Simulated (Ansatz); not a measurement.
Reaction 2 R1 → P1 + P2, each structure at its B3LYP-D3(BJ)/def2-TZVP stationary point, reached from a drawn start (curvature not checked).
P1, Br4Ti (SMILES [Br][Ti]([Br])([Br])[Br]) (charge 0, multiplicity 1):
```xyz
5

Ti     0.0000     0.0000     0.0000
Br     1.3517     1.3325     1.3517
Br     1.3391    -1.3508    -1.3466
Br    -1.3337     1.3580    -1.3445
Br    -1.3571    -1.3398     1.3395
```
R1, Br3Ti (SMILES [Br][Ti]([Br])[Br]) (charge 0, multiplicity 2):
```json
[
 {"atom": "Ti", "x (Å)": "0.0004", "y (Å)": "-0.0003", "z (Å)": "-0.0005"},
 {"atom": "Br", "x (Å)": "2.3543", "y (Å)": "-0.0093", "z (Å)": "-0.0090"},
 {"atom": "Br", "x (Å)": "-1.1684", "y (Å)": "2.0428", "z (Å)": "-0.0017"},
 {"atom": "Br", "x (Å)": "-1.1862", "y (Å)": "-2.0332", "z (Å)": "0.0111"}
]
```
P2, Br2Ti (SMILES [Br][Ti][Br]) (charge 0, multiplicity 3):
```json
[
 {"atom": "Ti", "x (Å)": "0.0000", "y (Å)": "0.0000", "z (Å)": "-0.0002"},
 {"atom": "Br", "x (Å)": "2.4030", "y (Å)": "-0.0043", "z (Å)": "0.0109"},
 {"atom": "Br", "x (Å)": "-2.4030", "y (Å)": "0.0043", "z (Å)": "-0.0107"}
]
```

P less R. No zero-point or thermal terms; singlets are restricted closed shells; open shells are unrestricted; no spin–orbit coupling. The spin states of the d-block species are the ones drawn and need not be the lowest.

Correlated levels freeze the cores. In cc and def2 sets filled d and f shells under p-block atoms count as core.

Run with Ansatz (an electronic-structure program). All values are computed, each at the level named.

Total energies in hartree:

| structure | PBE/def2-TZVPP | PBE0/def2-TZVPP | CCSD(T)/def2-TZVPP |
|---|---|---|---|
| P1 | -11144.617746 | -11144.969033 | -11139.222616 |
| R1 | -8570.759031 | -8571.040882 | -8566.552710 |
| P2 | -5996.881714 | -5997.088854 | -5993.862061 |

### Question
Work out the reaction energy at each level in kcal/mol (1 hartree = 627.50947 kcal/mol), and say how far PBE/def2-TZVPP lies from CCSD(T)/def2-TZVPP.

### Answer
- PBE/def2-TZVPP: (-11144.617746) + (-5996.881714) − 2 × (-8570.759031) = 0.018602 hartree = 11.67 kcal/mol
- PBE0/def2-TZVPP: (-11144.969033) + (-5997.088854) − 2 × (-8571.040882) = 0.023877 hartree = 14.98 kcal/mol
- CCSD(T)/def2-TZVPP: (-11139.222616) + (-5993.862061) − 2 × (-8566.552710) = 0.020743 hartree = 13.02 kcal/mol
PBE/def2-TZVPP less CCSD(T)/def2-TZVPP: -1.35 kcal/mol. CCSD(T)/def2-TZVPP is the level counted from, the highest shown, and no exact or measured value.
